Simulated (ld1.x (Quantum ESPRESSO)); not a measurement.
## PW91 RRKJ dataset for V (Z = 23), non-relativistic all-electron reference.

vanadium, norm-conserving RRKJ (Kleinman–Bylander form), made with ld1.x (Quantum ESPRESSO) 7.5 (PW91, non-relativistic). Core [Ne], reference 3s2 3p6 3d3 4s0 4p0 (charge +2). Waves: 3s (bound): rc 1.15 bohr; 3p (bound): rc 1.45 bohr; 3d (bound): rc 1.35 bohr. Local part: the d channel. Core correction: none. rho0 = 0.02.

* Cutoffs needed: 110 Ry and 140 Ry (the cutoffs (Ry, on a coarse ladder) from which the occupation-weighted sum of valence levels, in a spherical-Bessel basis at the reference potential, stays within 10 and 1 mRy of its value at 400 Ry)
* Ghost test: no extra level below or beside the all-electron valence levels (s, p, d, f tested) (spherical-Bessel basis up to 400 Ry, 20 bohr box)
* Largest excitation error: -16 meV (all-electron minus pseudo) for 3s2 3p6 3d3 4s1 4p1, out of 7 test configurations
